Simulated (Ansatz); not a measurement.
Born–Oppenheimer molecular dynamics of CH9NSSi2 (14 atoms, charge 0, multiplicity 1). It starts from a relaxed structure.

Theory: Ansatz 0.2.0, RKS B3LYP-D4/STO-3G.

| Item | Value |
| --- | --- |
| ensemble | NVE (velocity Verlet) |
| time step | 0.5 fs |
| steps asked | 166 |
| starting velocities drawn for | 700 K |
| seed | 30382 |

First frame:

```xyz
14
Properties=species:S:1:pos:R:3
C -2.050 0.248 0.806
S -0.678 -0.086 1.972
Si 0.826 -0.452 0.500
N 0.180 -1.733 -0.568
Si 1.350 1.314 -0.819
H -2.097 -0.516 0.012
H -2.998 0.229 1.363
H -1.961 1.238 0.325
H 1.994 -0.875 1.260
H 0.176 -2.660 -0.072
H 0.816 -1.888 -1.391
H 1.961 2.369 -0.043
H 0.182 1.860 -1.470
H 2.287 0.922 -1.847
```

(1) How far do the bonds stretch over the last three quarters of this one trajectory? (Pairs bonded in most of those frames.)

## Answers

(1) 
```json
{"bond": "C1–S2", "mean (Å)": "1.855", "spread (Å)": "0.045", "shortest": "1.79", "longest": "1.92"}
{"bond": "C1–H6", "mean (Å)": "1.103", "spread (Å)": "0.011", "shortest": "1.08", "longest": "1.12"}
{"bond": "C1–H7", "mean (Å)": "1.105", "spread (Å)": "0.039", "shortest": "1.04", "longest": "1.17"}
{"bond": "C1–H8", "mean (Å)": "1.104", "spread (Å)": "0.026", "shortest": "1.06", "longest": "1.15"}
{"bond": "S2–Si3", "mean (Å)": "2.140", "spread (Å)": "0.054", "shortest": "2.06", "longest": "2.22"}
{"bond": "Si3–N4", "mean (Å)": "1.778", "spread (Å)": "0.020", "shortest": "1.74", "longest": "1.81"}
{"bond": "Si3–Si5", "mean (Å)": "2.274", "spread (Å)": "0.019", "shortest": "2.24", "longest": "2.30"}
{"bond": "Si3–H9", "mean (Å)": "1.459", "spread (Å)": "0.007", "shortest": "1.45", "longest": "1.47"}
{"bond": "N4–H10", "mean (Å)": "1.054", "spread (Å)": "0.025", "shortest": "1.01", "longest": "1.10"}
{"bond": "N4–H11", "mean (Å)": "1.053", "spread (Å)": "0.025", "shortest": "1.01", "longest": "1.10"}
{"bond": "Si5–H12", "mean (Å)": "1.451", "spread (Å)": "0.040", "shortest": "1.39", "longest": "1.51"}
{"bond": "Si5–H13", "mean (Å)": "1.447", "spread (Å)": "0.014", "shortest": "1.42", "longest": "1.47"}
{"bond": "Si5–H14", "mean (Å)": "1.450", "spread (Å)": "0.040", "shortest": "1.39", "longest": "1.51"}
```

Mean temperature of the second half: 338 K. The conserved energy stayed within 0.41 meV per atom of its start (net change 0.31 meV per atom), so the integration is sound. Over the second half the temperature averaged 0.48 of the 700 K drawn at the start: a run that starts near a minimum puts about half its kinetic energy into the potential. A run of 0.083 ps of so small a system gives no equilibrium averages. Limits of this set-up: minimal basis.

Run time: 9.6 min on 1 thread of Intel(R) Xeon(R) Platinum 8175M CPU @ 2.50GHz (Skylake/Cascade Lake), on a shared host, peak memory 0.12 GiB.
